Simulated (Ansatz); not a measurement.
CH$_{3}$GaO$_{2}$ (`O=[C](O)[GaH2]`). Charge 0, multiplicity 1.

Cartesian coordinates in Å:
```
O 1.187 1.264 -0.190
C 0.224 0.627 0.157
O -0.679 1.114 1.026
Ga -0.078 -1.224 -0.557
H -0.388 2.010 1.273
H -0.854 -1.372 -1.905
H 0.588 -2.418 0.196
```

**Question.** List the harmonic frequencies (cm⁻¹, unscaled) at PBE0-D4/def2-TZVP in Ansatz. (Best estimate.)

**Answer.** The calculation gave: 117, 129, 314, 326, 562, 604, 677, 717, 736, 1142, 1307, 1776, 1999, 2007, 3686.

**Question.** Is this a minimum?

**Answer.** Yes, all 15 modes are real.

**Question.** Give the ideal-gas thermochemistry at 298.15 K and 1 bar (rigid rotor, harmonic oscillator; point group Cs, symmetry number 1).

**Answer.** Zero-point energy 96.3 kJ/mol; H(298) − E = 113.8 kJ/mol; entropy 321.2 J/(mol·K), of which translation 168.2, rotation 108.4, vibration 44.6; G(298) − E = 18.0 kJ/mol.

**Question.** And at 400, 500, 600, 800 and 1000 K?

**Answer.** 
| T (K) | H − E (kJ/mol) | S (J/mol/K) | G − E (kJ/mol) |
| --- | --- | --- | --- |
| 400 | 123.0 | 347.7 | -16.1 |
| 500 | 133.1 | 370.3 | -52.0 |
| 600 | 144.1 | 390.3 | -90.1 |
| 800 | 168.0 | 424.6 | -171.7 |
| 1000 | 193.7 | 453.3 | -259.5 |

**Question.** Rotational constants (cm⁻¹)?

**Answer.** 0.3794, 0.09224, 0.07679.
